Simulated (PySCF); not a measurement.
**Cu: ionisation energy**

Cu [Ar] 3d10 4s1 (2S) → Cu⁺ [Ar] 3d10 (1S), as a difference of total energies. Computed with PySCF 2.14 in ANO-RCC-VTZP (6s5p3d2f1g, 59 functions), with scalar relativity by spin-free X2C-1e. Correlated levels: valence: [Ar] frozen. The calculations carry no spin-orbit coupling.

```
           method  ionisation energy (eV)  error (eV)
              UHF                   6.605      -1.121
    MP2 (valence)                   7.568      -0.158
SCS-MP2 (valence)                   7.424      -0.302
   CCSD (valence)                   7.432      -0.294
CCSD(T) (valence)                   7.549      -0.177
```

Reference: 7.726 eV (measured; NIST Atomic Spectra Database, ionization energies).

Errors of the correlated levels include the incompleteness of this basis and the frozen core.
